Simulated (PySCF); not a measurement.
# Stationary points of H₃MoO

Method: PBE0/[Mo def2-TZVP with ECP28, O def2-TZVP, H def2-TZVP], scalar-relativistic core potentials, density fitting, no spin–orbit coupling, PySCF.

Relaxations began from a few typed shapes; open shells are unrestricted. The search is not exhaustive: other isomers or separated fragments can lie lower, and high-lying points may rest on an excited occupation.

Problem. Which is the lowest minimum found?
A. doublet C1: Mo–H 1.673 Å, Mo–H 1.710 Å, Mo–H 1.735 Å, Mo–O 1.645 Å; H–Mo–H 83.7°, H–Mo–H 106.8°, H–Mo–H 126.2°, H–Mo–O 97.8°, H–Mo–O 113.1°
B. doublet (⟨S²⟩ 1.33) C2v: Mo–H 1.712 Å (×2), Mo–H 1.952 Å, Mo–O 1.668 Å; H–Mo–H 59.9° (×2), H–Mo–H 119.8°, H–Mo–O 120.1° (×2), H–Mo–O 180.0°

Solution. A. The others lie at 207.1 (doublet C2v, a saddle point) kJ/mol above it.

For the lowest minimum: other spin states or occupations of the open shell can lie lower.
